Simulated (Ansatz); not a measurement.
Z-matrix (Å, degrees):
```
Si
H 1 1.4828
H 1 1.4865 2 113.99
C 1 1.8946 2 113.59 3 -131.97
O 4 1.2081 1 122.71 2 -20.56
H 4 1.1142 5 120.22 1 178.11
```
Charge 0, spin multiplicity 2.

All values below come from frozen-core CCSD(T)/def2-TZVPP // PBE0-D4/def2-TZVP (Ansatz, a program for electronic structure).

HF energy: -403.39945 Ha
MP2 correlation energy: -0.48137 Ha

Task: Estimate the CCSD correlation energy, the (T) correction, the total energy and the T1 diagnostic.

Result: 
```
Quantity                        Result
-----------------------  -------------
CCSD correlation energy    -0.51425 Ha
(T) correction             -0.02190 Ha
CCSD(T) total energy     -403.93560 Ha
T1 diagnostic                    0.029
```
